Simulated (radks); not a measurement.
Results of a calculation; reference values are marked as such.
Species: Tb LXV. Configuration: 1s1.

Code: a radial shooting solver on a logarithmic mesh with Libxc functionals. Model: scalar-relativistic Kohn-Sham, LDA (Slater exchange, Perdew-Wang correlation), spin-polarised, spherical densities, finite nucleus; open shells are filled with parallel spins first (spin-orbit coupling, left out, can overturn this in heavy ions); Fermi nuclear charge, rms radius 5.06 fm.

Energy parts (eV):
| part | energy |
|---|---|
| total | -61049.32 |
| kinetic | 69301.22 |
| electron-nucleus | -130432.16 |
| Hartree | 605.63 |
| exchange-correlation | -524.01 |

Orbitals (lengths in bohr, moments of r in powers of bohr):
orbital  occ.  eigenvalue (eV)      <r^2>
1s up       1        -60617.78  0.0006161
2s up       0        -15216.85   0.008594
2p up       0        -14520.25   0.006629

The highest occupied level is 1s up at -60618 eV. For comparison, the ionisation energy in NIST's Atomic Spectra Database is 61050 eV (theoretical). In exact Kohn-Sham theory the highest level is minus the ionisation energy, but local and semilocal functionals leave it too shallow, through self-interaction and a potential that decays too fast; potentials with the right tail come closer.
